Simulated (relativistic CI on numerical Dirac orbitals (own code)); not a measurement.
## Sm³⁺ (4f5) in a crystal field

Calculated by Dirac-Coulomb-Breit CI, KLI orbitals optimised for each configuration, a model potential for QED, valence Slater integrals scaled by 0.85, one configuration in a parametric crystal field (own radial code).

Field parameters in Wybourne normalisation. The field is a parameter set, without covalency.

S and J are read from ⟨S²⟩ = S(S + 1) and ⟨J²⟩ = J(J + 1) of each level; they are not fictitious spins.

D3h, B20 = 1180, B40 = -440, B60 = -150, B66 = -160 cm⁻¹, the lowest 16 levels:

```
E (cm⁻¹)  Degeneracy     S     J
     0.0           2  2.46  2.51
     166           2  2.46  2.53
     436           2  2.47  2.54
    1111           2  2.48  3.50
    1149           2  2.48  3.49
    1268           2  2.48  3.50
    1441           2  2.48  3.52
    2311           2  2.48  4.50
    2331           2  2.48  4.50
    2392           2  2.48  4.49
    2512           2  2.48  4.50
    2651           2  2.48  4.51
    3600           2  2.48  5.49
    3618           2  2.48  5.49
    3668           2  2.48  5.49
    3759           2  2.48  5.50
```

Principal g values of the ground doublet: 0.67, 0.67, 0.68.

D3d, B20 = 1930, B40 = -720, B43 = 1190, B60 = 350, B63 = 80, B66 = 170 cm⁻¹, the lowest 10 levels:

```
E (cm⁻¹)  Degeneracy  Irrep     S     J
     0.0           2     Γ4  2.47  2.52
     236           2  Γ5+Γ6  2.47  2.60
     671           2     Γ4  2.47  2.70
    1163           2     Γ4  2.48  3.48
    1319           2  Γ5+Γ6  2.48  3.50
    1412           2     Γ4  2.48  3.47
    1704           2     Γ4  2.48  3.59
    2372           2     Γ4  2.48  4.47
    2458           2  Γ5+Γ6  2.48  4.49
    2551           2     Γ4  2.48  4.52
```

Principal g values of the ground doublet: 0.55, 0.55, 0.73.

The next free-ion level lies 1024 cm⁻¹ above the lowest; the field splits the ground level into components whose J stays near 5/2 as long as their spread is small against that gap.

Levels of this model without a field, named by their leading LS term: ⁶H°5/2 0, ⁶H°7/2 1024, ⁶H°9/2 2219, ⁶H°11/2 3532, ⁶H°13/2 4921, ⁶H°15/2 6351, ⁶F°1/2 6806, ⁶F°3/2 7039 cm⁻¹.
